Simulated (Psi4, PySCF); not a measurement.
Two rigid molecules brought together: C3H8 ··· H2Se (SMILES CCC and [SeH2]). Monomers: optimised at B3LYP-D3(BJ) (def2-TZVP), held rigid. Orientation: lowest of the rigid-body minima from ten starts at GFN2-xTB. R is the distance of the centres of mass, along which the second monomer moves.

- MP2/aug-cc-pVDZ = DF-MP2/aug-cc-pVDZ, frozen core, counterpoise-corrected in Psi4 1.11
- RHF/3-21G = restricted Hartree-Fock/3-21G, no counterpoise correction in PySCF
- SAPT0/jun-cc-pVDZ, frozen core (Psi4)

Interaction energies in kJ/mol:

```
R / Å  MP2/aug-cc-pVDZ  RHF/3-21G
-----  ---------------  ---------
3.24             15.68      32.46
3.41              4.92      17.52
3.64             -2.01       6.66
3.82             -4.08       2.45
3.99             -4.66       0.40
4.19             -4.49      -0.67
4.53             -3.48      -0.95
4.83             -2.57      -0.67
5.33             -1.46      -0.22
6.04             -0.66      -0.01
7.01             -0.25       0.01
8.29             -0.08       0.01
```

Q: Predict the corresponding SAPT0/jun-cc-pVDZ column.

A: 3.24: 18.13; 3.41: 7.71; 3.64: 0.64; 3.82: -1.72; 3.99: -2.62; 4.19: -2.81; 4.53: -2.32; 4.83: -1.74; 5.33: -1.00; 6.04: -0.45; 7.01: -0.17; 8.29: -0.05 (kJ/mol).
